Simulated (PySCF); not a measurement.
**Dipole moment and polarisability of `FC(F)(F)p1[pH]p1[SiH3]`**

Compound: CH4F3P3Si.
Cartesian coordinates in Å at the PBE0-D3(BJ)/def2-SVP level; atoms count from 1:
```xyz
12
CH4F3P3Si angstrom
F     -2.2901   -2.2192    0.3400
C     -2.3274   -0.9098    0.0926
F     -2.5267   -0.7503   -1.2155
F     -3.3846   -0.4019    0.7277
P     -0.7425   -0.0956    0.7676
P     -0.6100    1.5483   -0.7127
P      0.5199   -0.3521   -1.0321
Si     2.4465    0.1430    0.0699
H      0.3501    2.2603    0.0799
H      2.1524    0.8956    1.3277
H      3.2873    0.9828   -0.8345
H      3.1643   -1.1286    0.3791
```

Level: CAM-B3LYP/def2-SVPD (PySCF), static field, nuclei fixed, core orbitals frozen in the response. The polarisability tensor in these axes (au):

```
x   141.71   0.63  -4.36
y     0.63 112.46  -4.95
z    -4.36  -4.95 102.22
```

Problem. Diagonalise the tensor; give its mean and Δα, where Δα² is half the sum of the squared differences of the eigenvalues.

Solution. Principal values 99.86, 114.29 and 142.23 au; mean 118.80 au = 17.60 Å³ = 19.59 × 10⁻⁴⁰ C²·m²/J; Δα = 37.31 au (31 % of the mean).

Problem. What is the dipole moment, and where does it point?

Solution. (2.51, 1.27, 0.35) D, 2.83 D in size, pointing from the negative to the positive side. Measured along this direction, the outermost atoms are F4 and F1 at the negative end and H11 at the positive end.

Problem. Form Σ f/ω² (atomic units) for the 10 lowest TDDFT singlets, given as eV and f, and set it beside the mean polarisability, which is this sum over all singlets: 5.26, 0.0115; 5.61, 0.0050; 5.75, 0.0047; 5.86, 0.0051; 6.01, 0.0067; 6.16, 0.0430; 6.24, 0.0210; 6.32, 0.0097; 6.34, 0.0123; 6.55, 0.0744.

Solution. They add up to 3.71 au, 3.1 % of the 118.80 au; the largest single term is 1.29 au, from the state at 6.55 eV. Terms in order: 0.31, 0.12, 0.11, 0.11, 0.14, 0.84, 0.40, 0.18, 0.23, 1.29 au. Higher excitations give the rest. The strengths listed sum to 0.193.

Problem. Along which axes do the principal values lie, and how far do the nuclei extend along each?

Solution. Largest value along (0.99, 0.04, -0.11), where the nuclei span 6.86 Å; middle along (-0.08, 0.93, -0.35), 4.06 Å; least along (0.09, 0.36, 0.93), 3.38 Å. The response follows the extents in order.

Problem. What molar refraction does this α imply?

Solution. Lorentz–Lorenz: R = (4π/3)N_A α = 2.5225 cm³/(mol·Å³) × 17.60 Å³ = 44.4 cm³/mol, in the limit of long wavelengths.

Problem. How large is μ²/3kT at 298 K beside α?

Solution. In Gaussian units μ²/3kT = 64.93 Å³ against 17.60 Å³, a ratio of 3.69; the Debye molar polarisation (4π/3)N_A(α + μ²/3kT) is 208.2 cm³/mol, leaving out the vibrational part.

Geometry: PBE0-D3(BJ)/def2-SVP; no solvent, vibrations or thermal averaging.
